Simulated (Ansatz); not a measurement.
`N=[C]([AlH2])[SiH3]`. Total charge 0; spin multiplicity 1. The geometry is a stationary point of PBE0-D4/def2-TZVP. It is one conformer, not always the lowest.

```xyz
10

N     1.095    1.308    0.342
C     0.281    0.354    0.062
Al   -0.609    0.385   -1.717
Si    0.034   -0.966    1.393
H     1.175    1.983   -0.430
H    -0.164    1.644   -2.578
H    -1.640   -0.704   -2.233
H     0.842   -0.691    2.606
H     0.401   -2.291    0.817
H    -1.415   -1.023    1.738
```

Task: What is the dipole moment at PBE/def2-TZVPP? (Best estimate.)

Result: Computed: 1.39 D, with components (-0.71, -0.14, -1.19) D in this frame, pointing from negative to positive charge.

Task: And with r2SCAN, B3LYP, ωB97M-V? (Best estimate.)

Result: The calculation gave: r2SCAN 1.47 D, B3LYP 1.53 D, ωB97M-V 1.60 D.

Task: Give the Mulliken charges with PBE, B3LYP, ωB97M-V in def2-TZVPP. (Estimate.)

Result: Ansatz gave: 
```csv
atom,PBE,B3LYP,ωB97M-V
N1,-0.19,-0.21,-0.20
C2,-0.13,-0.16,-0.22
Al3,0.32,0.40,0.38
Si4,0.23,0.30,0.20
H5,0.16,0.15,0.13
H6,-0.12,-0.14,-0.12
H7,-0.11,-0.13,-0.10
H8,-0.04,-0.05,-0.01
H9,-0.06,-0.07,-0.03
H10,-0.06,-0.07,-0.03
```

B3LYP here is the variant with VWN-RPA as its local correlation; programs differ in this.
